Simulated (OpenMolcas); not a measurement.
Ru5+ in a point-charge field

Ru5+ among 6 point charges of -1.7 e arranged as an octahedron (Oh), 1.65 Å from the ion.

- Program: OpenMolcas
- Method: CASSCF
- Basis: ANO-RCC-VDZP [6s5p3d1f]
- Scalar Hamiltonian: DKH2, point nucleus
- Active space: 3 electrons in 5 orbitals (4d)
- State averaging: 2S+1 = 4 even, 10 roots; 2S+1 = 2 even, 40 roots
- Spin-orbit coupling: RASSI with atomic mean-field integrals over the reference wave functions

The lowest spin-free states (labels of O, the rotations of Oh), above the lowest:

| State | Degeneracy | E (cm-1) | Free-ion L (%) |
| --- | --- | --- | --- |
| 4A2 | 1 | 0.0 | F (100) |
| 4T2 | 3 | 13741 | F (100) |
| 2E | 2 | 18626 | G (65) |
| 2T1 | 3 | 19568 | G (45) |
| 4T1 | 3 | 21733 | F (76) |
| 2T2 | 3 | 26480 | D (45) |
| 2A1 | 1 | 29555 | G (100) |
| 2T2 | 3 | 32785 | G (57) |
| 2T1 | 3 | 33358 | H (52) |
| 4T1 | 3 | 34490 | P (76) |
| 2E | 2 | 35442 | H (50) |
| 2T1 | 3 | 39531 | P (41) |
| 2T2 | 3 | 46198 | D (53) |
| 2T1 | 3 | 47063 | H (71) |
| 2A2 | 1 | 49339 | F (100) |
| 2T2 | 3 | 51528 | F (60) |
| 2E | 2 | 55000 | D (47) |
| 2T1 | 3 | 58138 | F (80) |
| 2E | 2 | 76384 | D (86) |
| 2T2 | 3 | 79194 | D (88) |

The lowest levels with spin-orbit coupling:

```csv
E (cm-1),Degeneracy,Label,2S+1,g
0.0,4,Γ8,4,
13279,4,Γ8,4,
13406,2,Γ7,4,2.52 2.52 2.52
13915,4,Γ8,4,
14232,2,Γ6,4,2.52 2.52 2.52
18570,4,Γ8,2 (88 %),
19264,4,Γ8,2 (83 %),
19996,2,Γ6,2,0.30 0.30 0.30
21067,2,Γ7,4,0.87 0.87 0.87
21660,4,Γ8,4,
22948,2,Γ6,4 (88 %),3.63 3.63 3.63
23380,4,Γ8,4 (84 %),
27079,4,Γ8,2,
27756,2,Γ7,2,1.34 1.34 1.34
30221,2,Γ6,2 (89 %),3.07 3.07 3.07
32553,4,Γ8,2 (57 %),
32577,2,Γ6,2 (89 %),0.23 0.23 0.23
32891,2,Γ7,2,0.38 0.38 0.38
33011,4,Γ8,2,
34693,4,Γ8,4 (69 %),
```

Powder χT (cm3 K/mol): 1.36 at 2 K, 1.36 at 10 K, 1.37 at 50 K, 1.37 at 100 K, 1.39 at 200 K, 1.4 at 300 K. The effective moment at 300 K is 2.828 √(χT) = 3.35 μB.

The lowest level has 2S+1 = 4, for which the spin-only value is χT = S(S+1) / 2 = 1.875 cm3 K/mol (g = 2). The computed 1.404 at 300 K differs by -0.471, through orbital momentum, spin-orbit coupling and any other state in reach.

A least-squares ligand-field fit to the states below 45000 cm-1, each weighted by its degeneracy and with a free common offset, gives 10Dq = 13967 cm-1, B = 989 cm-1 and C = 3995 cm-1 (C/B = 4.04), with an rms deviation of 145 cm-1.

Without dynamic correlation the repulsion within the d shell is too large (B by tens of per cent), so at a given field states of lower spin stand too high. This field is weak: 10Dq is about 13967 cm-1, while octahedral complexes of 4d ions of charge 3 and more, computed by the same method with explicit ligands, had a median near 25000 cm-1. Ground spin and moment need not be those of a real site. Point charges carry no covalency, so the field is a model and not that of real ligands. No measured value stands beside these numbers.
